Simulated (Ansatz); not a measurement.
One change: `C/C(F)=C/CF` becomes `BC/C=C(/C)F`.

Ansatz, PBE0-D4/def2-TZVP geometries, multiplicity 1. Each molecule was computed in one conformer, which needn't be the lowest.

| property | `C/C(F)=C/CF` |
| --- | --- |
| LUMO energy (B3LYP/def2-TZVPP) / eV | -0.19 |
| HOMO energy (PBE0/def2-TZVPP) / eV | -7.50 |
| HOMO–LUMO gap (PBE0/def2-TZVPP) / eV | 7.57 |
| size of the dipole moment (PBE/def2-TZVPP) / D | 2.40 |
| LUMO energy (ωB97M-V/def2-TZVPP) / eV | 2.20 |
| size of the dipole moment (ωB97M-V/def2-TZVPP) / D | 2.50 |

What does the change do to each property? (Estimate.)

Computed: 
```csv
property,`BC/C=C(/C)F`,shift
LUMO energy (B3LYP/def2-TZVPP) / eV,-1.07,-0.88
HOMO energy (PBE0/def2-TZVPP) / eV,-7.28,0.22
HOMO–LUMO gap (PBE0/def2-TZVPP) / eV,6.41,-1.16
size of the dipole moment (PBE/def2-TZVPP) / D,2.67,0.27
LUMO energy (ωB97M-V/def2-TZVPP) / eV,1.13,-1.07
size of the dipole moment (ωB97M-V/def2-TZVPP) / D,2.60,0.10
```

With PBE0 the HOMO rises by 0.22 eV and the LUMO falls by 0.93 eV, so the gap narrows by about 1.15 eV. PBE moves the HOMO by 0.09 eV and ωB97M-V by 0.32 eV. Dipoles are sizes alone; their direction can turn.

B3LYP here is the variant with VWN-RPA as its local correlation; programs differ in this.
